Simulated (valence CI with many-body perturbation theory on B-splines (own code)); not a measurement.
## Eu32+: key properties

Calculated by configuration interaction combined with many-body perturbation theory (CI+MBPT): three valence electrons over a frozen Dirac-Fock core [Ar] 3d10, a basis of 9 s, 9 p, 8 d, 6 f, 3 g, 1 h functions for each j, with the one-electron correlation potential Σ1, the two-electron term Σ2, the three-electron term Σ3, Breit, model QED; selected CI, second order for the rest, scaled by the run's own slope (own B-spline code, finite nucleus).

No measured spectrum was set against this ion. As an estimate, large intervals hold to a few tenths of a per cent, small ones and those within an open d or f shell to about a per cent.

Levels are named by their leading jj configuration (3d3/2^4 stands for four electrons in 3d with j = 3/2), which in mixed levels can hold well under half, so a name can repeat and another be missing.

Rates and lifetimes use the calculated energies. Strong lines usually hold to 10 to 20 %, long lifetimes can be off by a factor of two.

(1) What is the ground level?

(2) Name the longest-lived excited levels whose lifetime is computed, and their main decay.

(3) Among levels below 2307400 cm⁻¹, which E1 lines absorb most strongly from the ground level?

(4) What is the ionisation energy?

(5) Where does the other parity begin?

(6) How well does LS coupling describe the low levels?

(7) What are the static dipole polarisabilities of the lowest levels?

Answers

(1) (4s^2 4p1/2) J=1/2, composition 99 % 4s²4p ²P°, g = 0.662.

(2) (4s 4p3/2 4d5/2) J=9/2 at 2145300 cm⁻¹ lives 3.86 μs, mostly by M1 to (4s 4p1/2 4d5/2) J=7/2; (4s^2 4p3/2) J=3/2 at 331870 cm⁻¹ lives 3.00 μs, mostly by M1 to (4s^2 4p1/2) J=1/2.

(3) to (4s^2 4d3/2) J=3/2 at 7.793 nm, f = 0.533; to (4s 4p1/2 4p3/2) J=1/2 at 10.30 nm, f = 0.388; to (4s 4p1/2 4p3/2) J=3/2 at 10.57 nm, f = 0.354.

(4) 1298 eV; NIST lists 1296 ± 4 eV (theoretical).

(5) At (4s 4p1/2^2) J=1/2, 563380 cm⁻¹.

(6) Among the lowest 20 levels the leading LS term, summed over configurations, holds 67 % on average. For single configurations the figures are 63 % in LS and 83 % in jj coupling. Terms mix most in the J = 3/2 level at 1523500 cm⁻¹, where the leading one holds 44 %.

(7) (4s^2 4p1/2) J=1/2 0.0785 bohr³, of which the core gives 0.00490.
